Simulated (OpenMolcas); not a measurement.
Cr4+, Mo4+, W4+: d² down the group

* Program: OpenMolcas 26.06
* Method: SS-CASPT2, IPEA 0.25 Eh, imaginary shift 0.1 Eh
* Basis: ANO-R2
* Scalar Hamiltonian: X2C, finite nucleus
* Spin-orbit coupling: state interaction with AMFI integrals over the reference wave functions, term energies averaged over their components

Active space for each ion: 2 electrons in 10 orbitals (d d); closed shells correlated by CASPT2: Cr4+ 3s 3p; Mo4+ 4s 4p; W4+ 5s 5p.

Computed levels in cm-1 above ³F₂:

```json
{"Level": "³F₃", "Cr4+": "517", "Mo4+": "1575", "W4+": "6900"}
{"Level": "³F₄", "Cr4+": "1176", "Mo4+": "3350", "W4+": "12510"}
{"Level": "¹D₂", "Cr4+": "13640", "Mo4+": "9960", "W4+": "14200"}
{"Level": "³P₀", "Cr4+": "16280", "Mo4+": "11600", "W4+": "13550"}
{"Level": "³P₁", "Cr4+": "16460", "Mo4+": "12230", "W4+": "17430"}
{"Level": "³P₂", "Cr4+": "16860", "Mo4+": "13670", "W4+": "23960"}
{"Level": "¹G₄", "Cr4+": "23260", "Mo4+": "16790", "W4+": "23620"}
{"Level": "¹S₀", "Cr4+": "52880", "Mo4+": "38000", "W4+": "44350"}
{"Level": "weight of ³F in the lowest level (%)", "Cr4+": "100", "Mo4+": "98", "W4+": "88"}
```

Mixed levels, with the weight of the term that names them: W4+ ¹D₂ (58 %), W4+ ³P₂ (68 %).

Measured, with the error of the calculation in %. Measured levels: Cr4+ from Sugar and Corliss, J. Phys. Chem. Ref. Data 6, 317 (1977); Mo4+ from Sugar and Musgrove, J. Phys. Chem. Ref. Data 17, 155 (1988); W4+ from the list in J. Phys. B 45, 065001 (2012).

```csv
Level,Cr4+,Mo4+,W4+
³F₃,508 (+1.7),1578 (-0.2),
³F₄,1142 (+3.0),3357 (-0.2),11519 (+8.6)
¹D₂,13188 (+3.4),10190 (-2.3),13742 (+3.3)
³P₀,15492 (+5.1),11161 (+3.9),12839 (+5.6)
³P₁,15677 (+5.0),11807 (+3.6),16331 (+6.7)
³P₂,16041 (+5.1),13408 (+1.9),22615 (+5.9)
¹G₄,22019 (+5.6),16354 (+2.7),22346 (+5.7)
¹S₀,51146 (+3.4),37738 (+0.7),43110 (+2.9)
```

The fine-structure level ³F₄ changes by a factor of 10.6 from Cr4+ to W4+.

Without spin-orbit coupling ¹D lies 13010, 8260, 6990 cm-1 above ³F in that order; the difference to the level ¹D₂, of either sign, comes from spin-orbit coupling, which also lowers the zero.

CASPT2 does not keep the components of a term degenerate, so their means are used; among the terms shown or strongly mixed into the levels shown the widest spread is 700 cm-1 (3d² ³F, Cr4+). Active for correlation alone: 4d; no level in the range computed is led by a configuration that fills it, so any true level of that kind is missing (holds for Cr4+). Active for correlation alone: 5d; no level in the range computed is led by a configuration that fills it, so any true level of that kind is missing (holds for Mo4+). Active for correlation alone: 6d; no level in the range computed is led by a configuration that fills it, so any true level of that kind is missing (holds for W4+). Measured partners are found by configuration, term and J. A level has none where our copy of the source lacks it or the pairing is in doubt (some pairs that miss far off the trend of their configuration count as doubtful), and it then counts in no deviation. Only configurations of the active space appear.
